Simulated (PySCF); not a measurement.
SiHMe2Ph, C8H12Si.
SMILES: `c1ccccc1[SiH](C)C`

The closed-shell ground state was solved at several levels (PySCF, density fitting, gas phase, non-relativistic). Geometry: PBE0-D3(BJ)/def2-SVP, one conformer, isolated molecule.

```json
{"level": "B3LYP/pcSseg-1", "basis functions": "220", "total energy (Eh)": "-601.5787", "HOMO (eV)": "-7.00", "LUMO (eV)": "-0.67", "gap (eV)": "6.33", "dipole (D)": "0.52"}
{"level": "B3LYP/def2-SVPD", "basis functions": "280", "total energy (Eh)": "-601.3186", "HOMO (eV)": "-7.01", "LUMO (eV)": "-0.71", "gap (eV)": "6.30", "dipole (D)": "0.52"}
```

Q: What might PBE0/pcSseg-1 (220 basis functions) give for the same quantities?

A: Total energy -601.0402 Eh, HOMO -7.24 eV, LUMO -0.51 eV, gap 6.73 eV, dipole 0.54 D.

Q: Over all these levels, which gives the widest orbital gap and which the narrowest?

A: PBE0/pcSseg-1 (global hybrid, 25 % exact exchange) has the widest, 6.73 eV, and B3LYP/def2-SVPD (global hybrid, 20 % exact exchange) the narrowest, 6.30 eV. Functional and basis both differ between the two, so the spread mixes both effects.

Q: How far do the dipole and the HOMO energy spread over the levels?

A: The dipole runs from 0.52 to 0.54 D (mean 0.53 D) and the HOMO from -7.24 to -7.00 eV.
